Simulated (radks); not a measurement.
Task: These are the eigenvalues of the occupied orbitals of an atom or ion with whole-number occupations (eV). All-electron calculation, Dirac Kohn-Sham, HCTH/407, spin-unpolarised, spherical densities, finite nucleus; Fermi nuclear charge, rms radius of each element as measured or else 0.836 A^(1/3) + 0.57 fm. Program: a radial shooting solver on a logarithmic mesh with Libxc functionals.

| orbital | eigenvalue |
|---|---|
| 1s1/2 | -80599.02 |
| 2s1/2 | -14229.08 |
| 2p1/2 | -13654.03 |
| 2p3/2 | -11818.81 |
| 3s1/2 | -3366.890 |
| 3p1/2 | -3106.693 |
| 3p3/2 | -2701.415 |
| 3d3/2 | -2267.043 |
| 3d5/2 | -2179.756 |
| 4s1/2 | -738.2115 |
| 4p1/2 | -626.8754 |
| 4p3/2 | -529.4801 |
| 4d3/2 | -346.6226 |
| 4d5/2 | -328.4370 |
| 5s1/2 | -117.2020 |
| 4f5/2 | -93.3813 |
| 4f7/2 | -89.5325 |
| 5p1/2 | -81.0099 |
| 5p3/2 | -64.4439 |
| 5d3/2 | -16.6131 |
| 5d5/2 | -15.0090 |

Which element is it, and in what charge state? The configuration may be excited. Open shells, if any, fill j = l - 1/2 first.

Result: Z = 79, gold, charge +1: Au+ in [Xe] 4f14 5d10. The list shows which subshells hold electrons but not how many an open one holds; the 1s level, -2962 hartree, gives Z - s = 77.0 by -(Z - s)^2/2, which with screening and relativity narrows Z to a few neighbours, and the depths of the outer levels then fix element, charge and occupations together.
